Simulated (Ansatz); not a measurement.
`C[Si](F)(F)[GeH3]` + H₂ → `F[SiH](F)[GeH3]` + CH₄  (hydrogenolysis of the Si–C bond)

Gas-phase electronic energies from Ansatz, PBE0-D4/def2-TZVP geometries. CBS: MP2 limit from def2 TZ/QZ plus the TZ coupled-cluster correction, frozen cores. This one scheme is used for every species. Functionals use def2-TZVPP. For Ge outer-core shells are correlated without core-valence functions, which leaves a few kJ/mol of doubt a bond. Scalar relativity is left out up to krypton.

| level | ΔE (eV) |
| --- | --- |
| PBE0 | -0.15 |
| MP2/def2-TZVPP | -0.08 |

**Question.** What does CCSD(T)/CBS give? (An estimate is asked.)

**Answer.** Ansatz gave: -0.10 eV. The listed levels differ from it by -0.05, 0.02 eV.

Largest T1 diagnostic among the species: 0.012.

The D4 term adds +0.10 eV with B3LYP and +0.06 eV with PBE0; it sums over pairs of atoms, weighted by their polarisabilities, and B3LYP, whose exchange is more repulsive, gets the larger term. In def2-TZVPP, CCSD(T) changes the Hartree–Fock value by +0.23 eV (the triples alone add +0.04 eV) and MP2 by +0.27 eV.

B3LYP here is the variant with VWN-RPA as its local correlation; programs differ in this.
